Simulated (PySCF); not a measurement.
Co: ionisation energy

Co [Ar] 3d7 4s2 (4F) → Co⁺ [Ar] 3d8 (3F), as a difference of total energies. All numbers are calculated (PySCF 2.14, scalar relativity by spin-free X2C-1e, in aug-cc-pVDZ-DK (7s6p4d2f, 59 functions)). Correlated levels: valence: [Ar] frozen. The calculations carry no spin-orbit coupling.

Question: Order these methods by the ionisation energy they give, lowest first.
A. CCSD(T) (valence)
B. SCS-MP2 (valence)
C. MP2 (valence)
D. UHF

Answer: C (7.527 eV), B (7.601 eV), A (8.176 eV), D (8.276 eV).

Errors of the correlated levels include the incompleteness of this basis and the frozen core.

For comparison: 7.869 eV (measured; NIST levels, between the centres of gravity of the two terms).
